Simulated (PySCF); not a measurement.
HBeClSe, singlet, geometry from GFN2-xTB (such geometries of metal compounds can be far from the true shape); HF/6-31G* in PySCF.

PySCF was given this input:
```python
from pyscf import gto, scf, solvent

mol = gto.M(
    atom='''
Be    0.601806   -0.366904   -0.215820
Cl    2.056936   -1.096279   -0.855643
Se   -1.051599    0.596704    0.410346
H    -1.620788   -0.183567    1.457435
''',
    basis='6-31g*',
    charge=0,
    spin=0,
    verbose=4,
)

mf = scf.RHF(mol)
mf.kernel()
mf.analyze()
```

It wrote (shortened):

```
PySCF version 2.14.0

[INPUT] verbose = 4
[INPUT] num. atoms = 4
[INPUT] num. electrons = 56
[INPUT] charge = 0
[INPUT] spin (= nelec alpha-beta = 2S) = 0
[INPUT] symmetry False subgroup None
[INPUT] Mole.unit = angstrom
[INPUT] Symbol           X                Y                Z      unit          X                Y                Z       unit  Magmom
[...]
nuclear repulsion = 153.096113068903
number of shells = 28
number of NR pGTOs = 177
number of NR cGTOs = 66
basis = 6-31g*
ecp = {}

******** <class 'pyscf.scf.hf.RHF'> ********
method = RHF
initial guess = minao
damping factor = 0
level_shift factor = 0
DIIS = <class 'pyscf.scf.diis.CDIIS'>
diis_start_cycle = 1
diis_space = 8
diis_damp = 0
SCF conv_tol = 1e-09
SCF conv_tol_grad = None
SCF max_cycles = 50
direct_scf = True
direct_scf_tol = 1e-13
Set gradient conv threshold to 3.16228e-05
Initial guess from minao.
init E= -2873.7805219191
[...]
cycle= 1 E= -2874.31402749267  delta_E= -0.534  |g|= 0.29  |ddm|= 2.07
[...]
cycle= 2 E= -2874.35141721703  delta_E= -0.0374  |g|= 0.0993  |ddm|= 0.58
[...]
cycle= 3 E= -2874.35523453475  delta_E= -0.00382  |g|= 0.0279  |ddm|= 0.149
[...]
cycle= 4 E= -2874.35575951796  delta_E= -0.000525  |g|= 0.00725  |ddm|= 0.0715
[...]
cycle= 5 E= -2874.35578747579  delta_E= -2.8e-05  |g|= 0.00226  |ddm|= 0.0143
[...]
cycle= 6 E= -2874.35579158018  delta_E= -4.1e-06  |g|= 0.000639  |ddm|= 0.00623
[...]
cycle= 7 E= -2874.35579195424  delta_E= -3.74e-07  |g|= 0.000214  |ddm|= 0.00184
[...]
cycle= 8 E= -2874.35579200392  delta_E= -4.97e-08  |g|= 4.78e-05  |ddm|= 0.000779
[...]
cycle= 9 E= -2874.35579200655  delta_E= -2.63e-09  |g|= 1.05e-05  |ddm|= 0.000195
[...]
cycle= 10 E= -2874.35579200664  delta_E= -9e-11  |g|= 2.7e-06  |ddm|= 4.05e-05
[...]
Extra cycle  E= -2874.35579200666  delta_E= -1.55e-11  |g|= 1.11e-06  |ddm|= 6.9e-06
converged SCF energy = -2874.35579200666
**** SCF Summaries ****
Total Energy =                       -2874.355792006660067
Nuclear Repulsion Energy =             153.096113068902582
One-electron Energy =                -4304.263867935367671
Two-electron Energy =                 1276.811962859805362
Two-electron Coulomb Energy =         1393.078408319555592
DFT Exchange-Correlation Energy =     -116.266445459750230
HOMO-LUMO gap [eV] =                    12.156805102879433
**** MO energy ****
[...]
 ** Mulliken pop on meta-lowdin orthogonal AOs  **
 ** Mulliken pop  **
 ** Mulliken atomic charges  **
charge of    0Be =      1.23209
charge of    1Cl =     -0.67296
charge of    2Se =     -0.62086
charge of    3H =      0.06173
Dipole moment(X, Y, Z, Debye): -0.30790, -0.67054,  0.75221
```
